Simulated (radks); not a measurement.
Results of a calculation; reference values are marked as such.
Species: Er4+. Configuration: [Xe] 4f10.

Code: a radial shooting solver on a logarithmic mesh with Libxc functionals. Model: Dirac Kohn-Sham, exchange-only PBE, spin-unpolarised, spherical densities, point nucleus; open shells fill j = l - 1/2 first.

Energy parts (hartree):
| part | energy |
|---|---|
| total | -13092.6842 |
| kinetic | 14459.1319 |
| electron-nucleus | -32280.7217 |
| Hartree | 5002.4370 |
| exchange | -273.5314 |

Orbitals (lengths in bohr, moments of r in powers of bohr; <r^-3> diverges for s and p1/2):
orbital  occ.  eigenvalue (hartree)      <r^2>      <r>   <1/r>  <r^-3>
1s1/2       2             -2108.045  0.0005677  0.02037   77.59       -
2s1/2       2             -355.5808   0.008775  0.08589   18.66       -
2p1/2       2             -338.7416   0.006330  0.07147   18.63       -
2p3/2       4             -305.0463   0.007549  0.07875   16.15   12190
3s1/2       2             -81.24071    0.05795   0.2249   6.826       -
3p1/2       2             -73.85968    0.05363   0.2147   6.741       -
3p3/2       4             -66.78475    0.06048   0.2284   6.109    2657
3d3/2       4             -54.17249    0.04765   0.2013   5.994   452.2
3d5/2       6             -52.62682    0.04955   0.2055   5.840   395.3
4s1/2       2             -17.61408     0.2904   0.5070   2.862       -
4p1/2       2             -14.66295     0.3030   0.5158   2.754       -
4p3/2       4             -13.05928     0.3402   0.5468   2.537   603.1
4d3/2       4              -8.20088     0.3816   0.5734   2.320   88.35
4d5/2       6              -7.90746     0.3960   0.5843   2.267   75.94
4f5/2       6              -2.02782     0.6661   0.7244   1.771   12.18
4f7/2       4              -1.98273     0.6853   0.7343   1.749   11.69
5s1/2       2              -3.59070      1.629    1.205   1.111       -
5p1/2       2              -2.74140      1.989    1.328  0.9964       -
5p3/2       4              -2.50639      2.257    1.414  0.9238   87.60
5d3/2       0              -1.37959      4.057    1.884  0.6781   7.530
5d5/2       0              -1.35502      4.203    1.919  0.6644   6.447
6s1/2       0              -1.22219      8.312    2.737  0.4707       -
6p1/2       0              -0.99758      10.50    3.073  0.4202       -
6p3/2       0              -0.94956      11.45    3.207  0.4023   18.55

The highest occupied level is 4f7/2 at -53.953 eV. Summed over all electrons, <r^2> = 30.47 bohr^2, which gives a Langevin (diamagnetic) susceptibility term of -24.1 x 10^-6 cm^3/mol.
